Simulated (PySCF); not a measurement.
C₂H₈FGeNO₂ (SMILES C[O][Ge]([NH2])([F])[O]C), singlet, geometry from GFN2-xTB, atoms displaced at random by about 0.08 Å a coordinate; B3LYP/STO-3G, gradient (PySCF).

Input for PySCF:
```python
from pyscf import gto, scf, dft

mol = gto.M(
    atom='''
C    -2.199407   -1.388214    0.658543
O    -0.801998   -1.038161    0.818735
Ge    0.055525    0.353169   -0.022778
N    -0.708590    1.903375   -0.033539
F    -0.370511   -0.129593   -1.750794
O     1.632003    0.245537    0.292516
C     2.432676   -1.042679    0.243637
H    -2.765913   -0.510964    0.940944
H    -2.126891   -2.127571    1.383805
H    -2.426625   -1.519946   -0.330620
H    -0.499149    2.527030   -0.628804
H    -0.386851    2.351916    0.969965
H     2.669353   -1.314321   -0.669878
H     2.122007   -1.605460    0.936158
H     3.395741   -0.540001    0.758733
''',
    basis='sto-3g',
    charge=0,
    spin=0,
    verbose=4,
)

mf = dft.RKS(mol)
mf.xc = 'b3lyp'
mf.conv_tol = 1e-4
mf.kernel()
g = mf.nuc_grad_method()
grad = g.kernel()
```

Q: Predict the main parts of the log of this PySCF run.

A: 
```
PySCF version 2.14.0

[INPUT] verbose = 4
[INPUT] num. atoms = 15
[INPUT] num. electrons = 84
[INPUT] charge = 0
[INPUT] spin (= nelec alpha-beta = 2S) = 0
[INPUT] symmetry False subgroup None
[INPUT] Mole.unit = angstrom
[INPUT] Symbol           X                Y                Z      unit          X                Y                Z       unit  Magmom
[...]
nuclear repulsion = 654.946255549184
number of shells = 34
number of NR pGTOs = 168
number of NR cGTOs = 56
basis = sto-3g
ecp = {}

******** <class 'pyscf.dft.rks.RKS'> ********
method = RKS
initial guess = minao
damping factor = 0
level_shift factor = 0
DIIS = <class 'pyscf.scf.diis.CDIIS'>
diis_start_cycle = 1
diis_space = 8
diis_damp = 0
SCF conv_tol = 0.0001
SCF conv_tol_grad = None
SCF max_cycles = 50
direct_scf = True
direct_scf_tol = 1e-13
XC library pyscf.dft.libxc version 7.1.2
    S. Lehtola, C. Steigemann, M. J. T. Oliveira, and M. A. L. Marques,  SoftwareX 7, 1–5 (2018)
XC functionals = b3lyp
    P. J. Stephens, F. J. Devlin, C. F. Chabalowski, and M. J. Frisch,  J. Phys. Chem. 98, 11623 (1994)
radial grids:
    Treutler-Ahlrichs [JCP 102, 346 (1995); DOI:10.1063/1.469408] (M4) radial grids

becke partition: Becke, JCP 88, 2547 (1988); DOI:10.1063/1.454033
pruning grids: <function nwchem_prune>
grids dens level: 3
symmetrized grids: False
atomic radii adjust function: <function treutler_atomic_radii_adjust>
small_rho_cutoff = 0
Set gradient conv threshold to 0.01
Initial guess from minao.
tot grids = 183672
init E= -2432.33728138032
[...]
cycle= 1 E= -2433.48236746551  delta_E= -1.15  |g|= 0.802  |ddm|= 4.72
[...]
cycle= 2 E= -2433.55948901989  delta_E= -0.0771  |g|= 0.763  |ddm|= 2.45
[...]
cycle= 3 E= -2433.75061818677  delta_E= -0.191  |g|= 0.146  |ddm|= 1.22
[...]
cycle= 4 E= -2433.75696002395  delta_E= -0.00634  |g|= 0.0499  |ddm|= 0.296
[...]
cycle= 5 E= -2433.75786813634  delta_E= -0.000908  |g|= 0.011  |ddm|= 0.0995
[...]
cycle= 6 E= -2433.75791453768  delta_E= -4.64e-05  |g|= 0.00167  |ddm|= 0.0211
[...]
Extra cycle  E= -2433.75791424026  delta_E= 2.97e-07  |g|= 0.00194  |ddm|= 0.00576
converged SCF energy = -2433.75791424026

******** <class 'pyscf.grad.rks.Gradients'> for <class 'pyscf.dft.rks.RKS'> ********
unit = Eh/Bohr
grid_response = False
--------------- RKS gradients ---------------
         x                y                z
0 C    -0.0528225517    -0.0873294966    -0.0285913963
1 O    -0.0679787217    -0.0288153106     0.0007298230
2 Ge     0.0832907793     0.0445340714     0.0761740167
3 N     0.0181623230     0.1427073730    -0.2513152517
4 F    -0.0168033480    -0.0085698594    -0.0359325008
5 O    -0.0312191522     0.0176847368     0.0025496087
6 C    -0.0764941500    -0.2481712737    -0.0460165067
7 H     0.0284183479    -0.0079797514    -0.0181689861
8 H     0.0395023178     0.0598328553    -0.0285896109
9 H     0.0248189948     0.0383771960     0.0740713734
10 H    -0.0557231826    -0.1603640468     0.1645627345
11 H     0.0308030731     0.0119522414     0.0591598653
12 H    -0.0217681359     0.0509440907     0.1192044369
13 H     0.0698209613     0.1367077130    -0.1192634440
14 H     0.0280243779     0.0385207874     0.0313870987
----------------------------------------------
```
